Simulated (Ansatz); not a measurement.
Job for Ansatz (a program for electronic structure): R-RI-MP2/cc-pV(Q+d)Z on H2O (SMILES O). The basis file is the Basis Set Exchange's JSON of that set.

Ansatz 0.2 input:
```yaml
crystal:
  periodic: [false, false, false]
  atoms:
    - {symbol: O, position_ang: [-0.00000000, 0.00000000, 0.38961139]}
    - {symbol: H, position_ang: [0.00000000, 0.76498632, -0.19485569]}
    - {symbol: H, position_ang: [0.00000000, -0.76498632, -0.19485569]}
basis:
  gaussian:
    orbitals: cc-pV_Q+d_Z.json
    fitting: {mean_field: def2-universal-JKFIT, correlation: cc-pVQZ-RIFIT.json}
magnetization: {spin_polarized: false}
correlation: {method: mp2, electrons: outside_noble_gas}
scf: {lower_state_search: off}
```

It printed:

```
WARN ansatz: RAYON_NUM_THREADS=4 ignored (pool sized by the plan → 4); use --threads N
Functional definition: HF
these checks for a lower state are left out or cut short: stability, starts, cluster_reference, orbital_swaps, neighbouring_geometries, increment
integrals: 0.02 GiB planned
113 factors; integrals over basis functions are off by at most 2.3e0 eV
242 factors; integrals over basis functions are off by at most 6.0e-1 eV
mean field: 0.09 GiB planned
mean field evaluation 1: about -2068.0187 eV, gradient 3.3e1 eV
mean field evaluation 2: about -2069.1577 eV, gradient 2.1e1 eV
mean field evaluation 4: about -2069.8173 eV, gradient 3.4e-1 eV
mean field evaluation 8: about -2069.8178 eV, gradient 7.8e-7 eV
mean field -2069.81781886 eV, -76.0644018702 hartree, gradient 7.8e-7 eV, S^2 0.000000; 0 other end points of the search recorded, 0 dependent functions left out
1 core orbitals not correlated
reference -2069.81781886 eV, -76.0644018702 hartree; 4, 4 occupied and 110, 110 virtual orbitals, 242 factors
second order -7.70238431 eV of doubles, -0.00000000 eV of singles
Total energy: -2077.52020317 eV, -76.3474592726 hartree
Checks for a lower state left out: stability, starts, cluster_reference, orbital_swaps, neighbouring_geometries, increment
```

The calculation finished and met its thresholds.

Cost: around 0.5 core-seconds (rough).
